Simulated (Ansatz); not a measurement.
Question: Name a neutral molecule of Al, C, Cl, F, N and H with zero-point energy (PBE0-D4/def2-TZVP) between 152 and 168 kJ/mol and LUMO energy (PBE/def2-TZVPP) between -1.55 and -1.25 eV (Ansatz, PBE0-D4/def2-TZVP geometry).

Answer: `C[NH][Al]([F])[Cl]` (154.7 kJ/mol, -1.42 eV). Other molecules can fit too; these were computed, each in one conformer that needn't be the lowest.
